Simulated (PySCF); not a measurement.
## Diatomics of Ru with the chalcogens

PBE0 with triple-zeta basis sets in PySCF, for the lowest determinant that a PBE0 search found; no spin–orbit coupling. De refers to high-spin ground-configuration atoms. A positive dipole means M(−)Ru(+).

| M | basis | state (unpaired electrons) | Re (Å) | ωe (cm⁻¹) | De (eV) | μ (D) |
| --- | --- | --- | --- | --- | --- | --- |
| O | def2-TZVPP | quintet (σ ↑, π ↑↑, δ ↑) | 1.687 | 938 | 4.78 | 3.70 |
| Se | def2-TZVPP | quintet (σ ↑, π ↑↑, δ ↑) | 2.207 | 358 | 3.55 | 4.09 |

Question: The row for M = S is missing. Estimate Re, ωe and De as the mean of the rows for O and Se, and compare with the calculation.

Answer: The means are 1.947 Å, 648 cm⁻¹ and 4.17 eV. PBE0 in def2-TZVPP gives RuS as a quintet (σ ↑, π ↑↑, δ ↑) with Re = 2.067 Å, ωe = 524 cm⁻¹, De = 4.06 eV, so the estimate is off by -12.0 pm, +24 % and +0.11 eV.

The metal atom is held in its measured ground configuration; semilocal functionals can put another filling of s and d lower by some tenths of an eV, and De to that atom would be smaller. These are scalar-relativistic numbers at best; spin–orbit coupling would shift them, the dissociation energy most. With d or f electrons several states lie close, and the lowest PBE0 determinant need not be the measured ground state.
